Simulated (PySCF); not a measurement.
**Computed NMR parameters against published values**

Geometry:
```
atom   x (Å)   y (Å)   z (Å)
  N1  -2.287  -0.114   0.045
  C2  -0.914  -0.064   0.040
  C3  -0.131  -1.141   0.459
  C4   1.247  -1.093   0.374
  C5   1.887   0.028  -0.128
  C6   1.135   1.114  -0.546
  C7  -0.237   1.054  -0.457
  F8  -0.979   2.126  -0.851
  H9  -2.768   0.766  -0.044
 H10  -2.719  -0.787   0.656
 H11  -0.624  -2.018   0.851
 H12   1.828  -1.939   0.708
 H13   2.962   0.061  -0.193
 H14   1.599   2.005  -0.937
```

Theoretical values (PySCF 2.14.0 with density-fitted response routines): GFN2-xTB geometry, NMR shieldings at PBE0/pcSseg-1/GIAO. Gas phase, equivalent nuclei averaged, relativity neglected, one computed conformer.

Reference values: measured (solution, CDCl3; Viesser, Ducati, Tormena, Autschbach, PCCP 2018 (ESI)).
```tsv
atoms	quantity	reference	computed	computed, scaled
C7	δ ¹³C	151.9	159.3	153.0
```

Reference values: measured (solution, DMSO-d6; Viesser, Ducati, Tormena, Autschbach, PCCP 2018 (ESI)).
```
atoms  quantity  reference  computed  computed, scaled
   C7     δ ¹³C      150.7     159.3             153.0
```

Computed shifts are σ(ref) − σ with the named reference compound (TMS for H and C) calculated as an isolated molecule at the same level. The measured values may be among those fitted. Expected solution values come from regression of measured δ (H and C: mostly CDCl3, vs TMS) on computed σ: ¹³C: δ = 179.97 − 0.974σ (rms 2.1 ppm, 958 shifts, 2.3 ppm with the 13 outliers that the fit left out). A few per cent of atoms miss by over 2 rms, more outside the fitted compound classes.

How far are the unscaled ¹³C shifts from the references?

## Answers

Mean signed difference +8.00 ppm, mean absolute 8.00 ppm over 2 comparisons; the largest is +8.6 ppm at C7 (aromatic carbon bearing fluorine).

2 of the 3 published NMR values on file for this molecule are compared. The rest: values from further sources.
